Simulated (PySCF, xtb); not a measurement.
Se(Me)(OSiH3) (CH6OSeSi), SMILES C[Se]O[SiH3].

xtb with GFN2-xTB at its own geometry gives an orbital gap of 2.91 eV and a dipole moment of 2.39 D.

Coordinates come from a TPSSh-D3(BJ)/def2-SVP optimisation. The structure was generated by enumeration, and PubChem lists no compound with its InChIKey, so it may never have been made. The values are those of a single conformer.

Problem. What does M06-2X/def2-TZVP in PySCF give? (Estimate from the structure and the level; the computed values follow.)

Solution. gap 7.32 eV (levels -7.62 and -0.30 eV), dipole 1.82 D.
